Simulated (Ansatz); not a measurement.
`C#C[SiH](F)CF` + H₂ → `FC[SiH2]F` + `C#C` at 400 K and 1 bar (hydrogenolysis of the Si–C bond).

Program: Ansatz. Geometries: PBE0-D4/def2-TZVP. ΔE: electronic, gas phase. CBS: MP2 limit from def2 TZ/QZ plus the TZ coupled-cluster correction, frozen cores. This one scheme is used for every species. Each species was taken in one conformer, which may not be the lowest.

```json
{"species": "`C#C[SiH](F)CF`", "CCSD(T)/CBS energy (Eh)": "-605.22886", "H − E (kJ/mol)": "195.2", "S (J/(mol·K))": "396.9"}
{"species": "H₂", "CCSD(T)/CBS energy (Eh)": "-1.17544", "H − E (kJ/mol)": "38.0", "S (J/(mol·K))": "139.0"}
{"species": "`FC[SiH2]F`", "CCSD(T)/CBS energy (Eh)": "-529.16787", "H − E (kJ/mol)": "155.7", "S (J/(mol·K))": "335.0"}
{"species": "`C#C`", "CCSD(T)/CBS energy (Eh)": "-77.22717", "H − E (kJ/mol)": "85.5", "S (J/(mol·K))": "213.8"}
```

H − E and S are ideal-gas, rigid-rotor, harmonic terms from PBE0-D4/def2-TZVP, for one conformer and one mirror image of each species. The MP2-based limit puts H₂ 0.8 mEh under its directly extrapolated value; such offsets cancel only in part. 1 Eh = 2625.50 kJ/mol, R = 8.31446 J/(mol·K).

Task: By hand: ΔE, ΔH, ΔS and ΔG.

Result: ΔE = (-529.16787) + (-77.22717) − (-605.22886) − (-1.17544) = 0.00926 Eh = 24.3 kJ/mol. Δ(H − E) = 155.7 + 85.5 − 195.2 − 38.0 = 8.0, so ΔH = 32.3 kJ/mol. ΔS = 335.0 + 213.8 − 396.9 − 139.0 = 12.9 J/(mol·K). ΔG = 32.3 − 400 × (12.9)/1000 = 27.1 kJ/mol.

Task: By hand: the equilibrium constant, and the temperature at which ΔG would vanish if ΔH and ΔS stayed fixed.

Result: log₁₀ K = −ΔG/(RT ln 10) = -3.5. ΔG = 0 at ΔH/ΔS = 2504 K, far beyond where these terms or the molecules hold.

The number of gas molecules stays the same, so ΔS is small and ΔH decides. A doubt of 5 kJ/mol in ΔE shifts log₁₀ K by 0.7 here. Other conformers and mirror images would add mixing entropy, several J/(mol·K) or more a flexible species. Modes under 60 cm⁻¹, often nearly free rotors, make the harmonic entropy too high. These are equilibria of isolated gas molecules and say nothing of rates. Largest T1 diagnostic: 0.013 (customary marks: 0.02 for closed shells, 0.045 for open ones).
